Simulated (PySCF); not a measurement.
## Two-component Hartree-Fock for Yb⁴²⁺ (ytterbium, charge +42)

Start: [Ar] 3d10. Calculated with PySCF 2.14 in an uncontracted even-tempered set (16 s from 9.4 bohr⁻², ratio 2.8; 13 p from 12 bohr⁻², ratio 2.8; 8 d from 12 bohr⁻², ratio 2.8; 3 f from 48 bohr⁻², ratio 3): generalised Hartree-Fock with the X2C-1e Hamiltonian and a Gaussian nucleus; one run each with spin-orbit coupling (SO) switched off, then screened by Boettger's factors.

```tsv
spinor shell	electrons	ε, spin-free (eV)	ε, screened SO (eV)	weight of nominal j (screened SO)	rms radius, screened SO (bohr)
1s1/2	2	-63674.1	-63659.7	1.000	0.0223
2s1/2	2	-12553.5	-12549.3	1.000	0.0900
2p1/2	2	-11304.3	-12052.3	1.000	0.0766
2p3/2	4	-11304.3	-10995.0	1.000	0.0836
3s1/2	2	-4309.0	-4307.9	1.000	0.227
3p1/2	2	-3923.0	-4091.8	1.000	0.218
3p3/2	4	-3923.0	-3852.3	1.000	0.231
3d3/2	4	-3469.0	-3500.1	1.000	0.203
3d5/2	6	-3469.0	-3447.9	1.000	0.207
```

```tsv
quantity	spin-free	screened SO
E (hartree)	-12891.76790	-12904.46673
M_J	0	0
⟨J²⟩	0.000	0.000
⟨L²⟩	0.000	0.048
⟨S²⟩	0.000	0.048
```

Breit and QED terms are absent; they matter most for the inner s and p1/2 levels.

Densities and radii are taken from the X2C orbitals without a picture-change correction, which distorts them close to the nucleus.

Without spin-orbit coupling the j labels of p, d and f shells carry no meaning; the spin-free column gives the mean over the occupied spinors of each nl shell.
